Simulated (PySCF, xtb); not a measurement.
B(F)2(OEt) (C2H5BF2O), SMILES CCOB(F)F. Other conformers were not sampled.

Harmonic wavenumbers (cm⁻¹) from GFN2-xTB (xtb) at its own minimum, in rising order: 24, 119, 165, 232, 362, 434, 490, 546, 778, 836, 957, 1082, 1107, 1151, 1249, 1273, 1323, 1396, 1432, 1465, 1473, 1489, 2936, 2952, 3046, 3053, 3056.

### Question
What does TPSSh-D3(BJ)/def2-SVP (PySCF 2.14.0) give at its own minimum? (Estimate from the structure and the level; the computed values follow.)

### Answer
47, 105, 192, 283, 387, 467, 532, 674, 786, 818, 939, 1094, 1129, 1188, 1315, 1376, 1414, 1428, 1480, 1490, 1496, 1541, 3040, 3054, 3111, 3131, 3139. Paired by order, the mean absolute difference is 49 cm⁻¹ and the zero-point energies are 49.2 and 51.0 kcal/mol.
